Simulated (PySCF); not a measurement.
## C3H10O2Si3: full NMR table

```
Formula                               : C3H10O2Si3
SMILES                                : C#CC[SiH2]O[SiH2]O[SiH3]
Point group of the computed structure : C1
Degrees of unsaturation               : 2
Carbon signals                        : 3
Proton signals                        : 5
```

Structure with atom numbers: `[CH:1]#[C:2][CH2:3][SiH2:4][O:5][SiH2:6][O:7][SiH3:8]` (H(Xn): hydrogen on atom n).

PySCF 2.14.0 with density-fitted response routines calculation with GIAO PBE0/pcSseg-1 shieldings and coordinates at the GFN2-xTB level; gas phase, non-relativistic Hamiltonian, one averaged value for each set of equivalent atoms, one conformer.

Chemical shifts δ = σref − σ; $^{1}$H, $^{13}$C, $^{29}$Si vs TMS; H2O for $^{17}$O, all at this level.

| carbon | δC, type | δH (multiplicity) | HMBC from (2–3 bonds) | span of the C tensor (ppm) |
| --- | --- | --- | --- | --- |
| C1 | 74.0, CH | 1.24 (t) | H(C3) | 224 |
| C2 | 81.4, C | – | H(Si4), H(C3), H(C1) | 285 |
| C3 | 7.7, CH2 | 2.28 (m) | H(Si4), H(C1) | 39 |

Other nuclei:
| atoms | nucleus | environment | δ (ppm) | σ (ppm) |
| --- | --- | --- | --- | --- |
| H(Si8) | $^{1}$H | hydrogen on a silicon bonded to O | 5.26 | 26.46 |
| H(Si4) | $^{1}$H | hydrogen on a silicon bonded to C, O | 5.21 | 26.51 |
| H(Si6) | $^{1}$H | hydrogen on a silicon bonded to 2 O | 4.86 | 26.85 |
| Si4 | $^{29}$Si | silicon bonded to C, O, 2 H | -27.6 | 376.7 |
| Si8 | $^{29}$Si | silicon bonded to O, 3 H | -44.1 | 393.3 |
| Si6 | $^{29}$Si | silicon bonded to 2 O, 2 H | -45.9 | 395.1 |
| O5 | $^{17}$O | oxygen bonded to 2 Si | 67.3 | 268.8 |
| O7 | $^{17}$O | oxygen bonded to 2 Si | 41.1 | 295.0 |

1. Carbon types of the structure: 1 × C, 1 × CH, 1 × CH2, leaving 7 H on heteroatoms.
2. δC 81.4: alkyne carbon; the triple bond shields along its axis, which puts it between sp3 and sp2 carbons.
3. δC 74.0: terminal alkyne carbon; the triple bond shields along its axis, which puts it between sp3 and sp2 carbons.
4. δC 7.7: propargylic sp3 CH2 bonded to Si; an electropositive neighbour leaves it electron-rich and shielded.
5. δH 4.86: hydrogen on a silicon bonded to 2 O.
6. δH 1.24: hydrogen on a terminal alkyne carbon; it lies on the axis of the triple bond, in its shielding cone.

Shifts are as computed. Against solution values, carbons near 30 ppm lie about +3 ppm off and those near 130 ppm about +5 ppm. Of 1309 compounds with measured shifts, 239 miss one by over three times the rms of a fit or turn the order of signals round; such compounds aren't used in these exercises. Experimental scales use liquid or dissolved standards, which lie at an offset from isolated H2O (liquid H2O: subtract about 36 ppm). Multiplicities follow the n + 1 count of equivalent neighbours, as no J values were calculated; m marks all less simple cases, F and P coupling included.
